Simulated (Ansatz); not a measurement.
(Br2Al-mu-OH)3 (Al₃Br₆O₃H₃). Charge 0, multiplicity 1. Geometry r2SCAN-D4/def2-SVP.

```xyz
15

Al    0.4650    1.5157   -1.1498
Br   -0.8809    2.6653   -2.5666
Br    2.6339    2.0231   -0.8918
O    -0.4028    1.5038    0.4807
Al   -0.3690    0.3181    1.8968
Br    1.5647    0.4816    3.0205
Br   -2.3796    0.5140    2.9257
O    -0.4348   -1.2599    0.9395
Al    0.4326   -1.8156   -0.5937
Br    2.5916   -2.2457   -0.1674
Br   -0.9319   -3.3410   -1.5685
O     0.2593   -0.2672   -1.5861
H    -1.1474    2.1283    0.5224
H    -1.1986   -1.8164    1.1696
H    -0.2022   -0.4041   -2.4313
```

Q: Estimate the orbital energies around the gap (eV) in Ansatz with HF/STO-3G, PBE-D4/def2-SVP, r2SCAN-D4/def2-SVP, PBE0-D4/def2-SVP.

A: 
```csv
orbital,HF/STO-3G,PBE-D4/def2-SVP,r2SCAN-D4/def2-SVP,PBE0-D4/def2-SVP
HOMO−5,-8.70,-7.36,-7.79,-8.72
HOMO−4,-8.70,-7.32,-7.76,-8.69
HOMO−3,-8.64,-7.31,-7.76,-8.69
HOMO−2,-8.61,-7.18,-7.62,-8.54
HOMO−1,-8.49,-7.05,-7.48,-8.38
HOMO,-8.49,-7.05,-7.48,-8.38
LUMO,6.64,-1.81,-1.49,-0.99
LUMO+1,8.19,-0.89,-0.49,-0.06
LUMO+2,8.19,-0.89,-0.49,-0.05
LUMO+3,10.53,-0.50,-0.22,0.32
LUMO+4,10.84,-0.11,0.26,0.73
LUMO+5,10.84,-0.11,0.27,0.73
```
